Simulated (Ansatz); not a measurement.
`[SiH3]B1CN1` + `O[SiH]1BN1` → `[SiH3][SiH]1BN1` + `OB1CN1` at 500 K and 1 bar (redistribution).

Calculated with Ansatz (gas phase, PBE0-D4/def2-TZVP geometries, no zero-point term in ΔE). CCSD(T)/CBS is the MP2 limit (def2-TZVPP, def2-QZVPP) plus CCSD(T) − MP2 in def2-TZVPP, frozen cores. One conformer a species, not always the lowest.

| species | CCSD(T)/CBS energy (Eh) | H − E (kJ/mol) | S (J/(mol·K)) |
| --- | --- | --- | --- |
| `[SiH3]B1CN1` | -410.19867 | 226.6 | 378.5 |
| `O[SiH]1BN1` | -446.20554 | 171.3 | 347.1 |
| `[SiH3][SiH]1BN1` | -661.25416 | 207.7 | 396.8 |
| `OB1CN1` | -195.15150 | 191.1 | 323.8 |

H − E and S are ideal-gas, rigid-rotor, harmonic terms from PBE0-D4/def2-TZVP, for one conformer and one mirror image of each species. 1 Eh = 2625.50 kJ/mol, R = 8.31446 J/(mol·K).

By hand: ΔE, ΔH, ΔS and ΔG.

ΔE = (-661.25416) + (-195.15150) − (-410.19867) − (-446.20554) = -0.00145 Eh = -3.8 kJ/mol. Δ(H − E) = 207.7 + 191.1 − 226.6 − 171.3 = 0.9, so ΔH = -2.9 kJ/mol. ΔS = 396.8 + 323.8 − 378.5 − 347.1 = -5.0 J/(mol·K). ΔG = -2.9 − 500 × (-5.0)/1000 = -0.4 kJ/mol.

By hand: the equilibrium constant, and the temperature at which ΔG would vanish if ΔH and ΔS stayed fixed.

log₁₀ K = −ΔG/(RT ln 10) = 0.0. ΔG = 0 at ΔH/ΔS = 580 K, though so small a ΔH makes that figure unsure.

TΔS isn't small against ΔH here. The sign of ΔG lies within the doubt. A doubt of 5 kJ/mol in ΔE shifts log₁₀ K by 0.5 here. Other conformers and mirror images would add mixing entropy, several J/(mol·K) or more a flexible species. These are equilibria of isolated gas molecules and say nothing of rates. Largest T1 diagnostic: 0.015 (customary marks: 0.02 for closed shells, 0.045 for open ones).
